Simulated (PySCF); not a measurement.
C3H4O2Si, SMILES C#C[SiH2]C(=O)O. Atoms are numbered in the order given.

```xyz
10

C     -0.6459    -2.8829     0.0000
C     -0.0002    -1.8518     0.0000
Si     0.9649    -0.2998     0.0000
C     -0.1570     1.2659     0.0000
O      0.3260     2.3689     0.0000
O     -1.4742     1.0445     0.0000
H     -1.2199    -3.7929     0.0000
H      1.8107    -0.2109     1.2211
H      1.8107    -0.2109    -1.2211
H     -1.9058     1.9176     0.0000
```
Charge 0, spin multiplicity 1.

Geometry: PBE0-D3(BJ)/def2-SVP. This is a generated structure with no PubChem entry under its InChIKey; it may be hypothetical. One conformer was computed; it need not be the lowest.

Level of theory: B3LYP/pcSseg-1 (PySCF).

GIAO shieldings, no solvent; atoms alike by connectivity are averaged. δ = σ(ref) − σ: ¹³C against TMS (σ = 181.3 ppm); ²⁹Si against TMS (σ = 338.7 ppm); ¹⁷O against H2O (σ = 333.8 ppm); ¹H against TMS (σ = 31.68 ppm), references at their B3LYP-D3(BJ)/def2-TZVP geometries, non-relativistic.

Computed chemical shifts:
```
nucleus   atoms  count  δ (ppm)
-------  ------  -----  -------
¹³C          C4      1    184.1
¹³C          C1      1    106.2
¹³C          C2      1     82.3
²⁹Si        Si3      1    -89.2
¹⁷O          O5      1    511.5
¹⁷O          O6      1    248.4
¹H          H10      1     6.60
¹H       H8, H9      2     4.63
¹H           H7      1     2.68
```
